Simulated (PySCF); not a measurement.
# C3H9ClSi: core ionisation energies

Species: C3H9ClSi.
Z-matrix (Å and degrees, GFN2-xTB geometry), rows numbered from 1:
```
C 
C   1  1.5176
C   2  1.5177  1  110.89
Si  2  1.9195  1  113.28  3   128.60
Cl  2  1.8150  1  107.42  3  -117.11
H   1  1.0888  2  109.35  3   -64.13
H   1  1.0874  2  110.98  3   176.21
H   1  1.0897  2  111.01  3    55.64
H   3  1.0889  2  109.34  1    64.51
H   3  1.0875  2  110.98  1  -175.84
H   3  1.0898  2  111.03  1   -55.26
H   4  1.4593  2  107.77  1    55.89
H   4  1.4595  2  107.76  1   176.68
H   4  1.4654  2  107.72  1   -63.72
```

Level of theory: delta-SCF UKS SCAN, pcX-2 on the ionised atom, pcseg-1 elsewhere, spin-free X2C in PySCF 2.14.0. Binding energies are ΔSCF values: E(core-ionised, relaxed orbitals) − E(ground state) at a fixed geometry, referred to the vacuum level.

Question: Give the core binding energies atom by atom.

Answer: 
```json
{"atom(s)": "C1/C3", "bonded to": "C and 3 H", "level": "C 1s", "binding energy (eV)": "290.88", "2p1/2 (eV)": "–", "above the level's lowest (eV)": "0.00", "count": "2"}
{"atom(s)": "C2", "bonded to": "Cl, 2 C and Si", "level": "C 1s", "binding energy (eV)": "291.71", "2p1/2 (eV)": "–", "above the level's lowest (eV)": "+0.83", "count": "1"}
{"atom(s)": "Si4", "bonded to": "C and 3 H", "level": "Si 2p3/2", "binding energy (eV)": "106.76", "2p1/2 (eV)": "107.38", "above the level's lowest (eV)": "0.00", "count": "1"}
{"atom(s)": "Si4", "bonded to": "C and 3 H", "level": "Si 1s", "binding energy (eV)": "1846.45", "2p1/2 (eV)": "–", "above the level's lowest (eV)": "0.00", "count": "1"}
{"atom(s)": "Cl5", "bonded to": "C", "level": "Cl 2p3/2", "binding energy (eV)": "205.42", "2p1/2 (eV)": "207.08", "above the level's lowest (eV)": "0.00", "count": "1"}
{"atom(s)": "Cl5", "bonded to": "C", "level": "Cl 1s", "binding energy (eV)": "2828.00", "2p1/2 (eV)": "–", "above the level's lowest (eV)": "0.00", "count": "1"}
```

The listed C 1s values span 0.83 eV, from C1/C3 (bonded to C and 3 H) to C2 (bonded to Cl, 2 C and Si).

Question: Give the binding energy of Si 1s of Si4 in hartree and in kJ/mol.

Answer: 1846.45 eV = 67.8558 Eh = 178155 kJ/mol.

Atoms equivalent by their bonding share one computed value, that of the first of them. Spin–orbit and ligand-field terms were added within each 2p shell after the spin-free SCF. 2p1/2 minus 2p3/2 (ligand field included): Si 0.62 eV, Cl 1.65 eV. Geometry: GFN2-xTB; no solvent, vibrations or thermal averaging.
